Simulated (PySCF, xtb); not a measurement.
Cl3H2NZr, SMILES [Cl][Zr]([Cl])([NH2])[Cl], multiplicity 1. Other conformers were not sampled.

Harmonic wavenumbers (cm⁻¹) from GFN2-xTB run with xtb at its own minimum, in rising order: 18, 64, 71, 91, 96, 100, 334, 337, 380, 381, 447, 567, 1484, 3275, 3296.

Task: What does PBE-D3(BJ)/def2-SVP in PySCF give at its own minimum? (Estimate from the structure and the level; the computed values follow.)

Result: 24, 88, 102, 131, 140, 141, 363, 390, 402, 457, 473, 660, 1432, 3440, 3534. Paired by order, the mean absolute difference is 63 cm⁻¹ and the zero-point energies are 15.6 and 16.8 kcal/mol.
